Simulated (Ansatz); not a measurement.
Born–Oppenheimer molecular dynamics of ClF2HOZr (6 atoms, charge 0, multiplicity 1). It starts from a relaxed structure.

Theory: RKS PBE/def2-SVP in Ansatz.

- ensemble: NVT, Langevin thermostat
- time step: 0.25 fs
- steps asked: 500
- set temperature: 700 K
- friction: 0.02 /fs
- seed: 481129

First frame:

```xyz
6
Properties=species:S:1:pos:R:3
Zr -0.104 -0.056 -0.056
O -0.348 -0.097 1.834
H -0.477 -0.115 2.792
F 1.768 -0.013 -0.445
F -0.911 1.529 -0.758
Cl -1.090 -1.970 -1.047
```

Task: How far do the bonds stretch over the last three quarters of this one trajectory? (Pairs bonded in most of those frames.)

Result: 
| bond | mean (Å) | spread (Å) | shortest | longest |
| --- | --- | --- | --- | --- |
| Zr1–O2 | 1.946 | 0.070 | 1.82 | 2.04 |
| Zr1–F4 | 1.938 | 0.050 | 1.84 | 2.01 |
| Zr1–F5 | 1.907 | 0.035 | 1.84 | 1.96 |
| Zr1–Cl6 | 2.405 | 0.029 | 2.33 | 2.43 |
| O2–H3 | 0.984 | 0.038 | 0.91 | 1.05 |

Mean temperature of the second half: 880 K. The mean temperature of the second half is 26 % above the set value. A run of 0.12 ps of so small a system gives no equilibrium averages.

The run took 15 min on 2 threads of Arm Neoverse V2, on a shared host, peak memory 0.13 GiB.
